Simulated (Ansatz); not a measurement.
Vertical ionisation energy (eV) of eight silicon and germanium compounds: PBE beside CAM-B3LYP, computed with Ansatz (a program for electronic structure) for isolated molecules in the bases named; differences from unrounded values. The eight are the first of their class met in an unordered collection, after screening for sound electronic states; none was chosen by its value. Functionals give these values as differences of separate SCF runs (ΔSCF), EOM-CCSD as a root; each molecule has one DFT geometry for both levels.

```csv
molecule,basis,CAM-B3LYP,PBE,difference
"C3H7NSi, SMILES C#C[SiH2]CN",def2-SVPD,9.40,8.83,-0.57
"CH7FOSi2, SMILES [Si@H](OC)(F)[SiH3]",def2-TZVPD,10.48,…,…
"CH12Si5, SMILES [SiH2]1C[SiH2][Si]1([SiH3])[SiH3]",def2-SVPD,8.90,8.62,-0.28
"H8N2Si2, SMILES N[SiH](N)[SiH3]",def2-SVPD,9.01,8.43,-0.58
"FGeH₆NSi, SMILES F[SiH2][NH][GeH3]",def2-SVPD,10.03,9.69,-0.34
"CH₇GeNO, SMILES C[NH][GeH2][OH]",def2-SVPD,9.08,…,…
"Si(F)2(OH)(SeH) (F₂H₂OSeSi), SMILES F[Si](F)([SeH])O",def2-SVPD,10.30,…,…
"Si(F)(Me)(NH2)2 (CH₇FN₂Si), SMILES C[Si](N)(N)F",def2-SVPD,9.96,9.28,-0.68
```

Problem. What belongs in the gaps? (The exact figures need the calculation; the answer reports its results.)

Solution. 
- CH7FOSi2, SMILES [Si@H](OC)(F)[SiH3], PBE: 9.84
- CH7FOSi2, SMILES [Si@H](OC)(F)[SiH3], difference: -0.64
- Si(F)2(OH)(SeH) (F₂H₂OSeSi), SMILES F[Si](F)([SeH])O, PBE: 10.04
- Si(F)2(OH)(SeH) (F₂H₂OSeSi), SMILES F[Si](F)([SeH])O, difference: -0.26
- CH₇GeNO, SMILES C[NH][GeH2][OH], PBE: 8.77
- CH₇GeNO, SMILES C[NH][GeH2][OH], difference: -0.30

PBE lies below CAM-B3LYP in 8 and above it in 0 of the eight; the mean signed difference is -0.46 and the largest -0.68 eV.
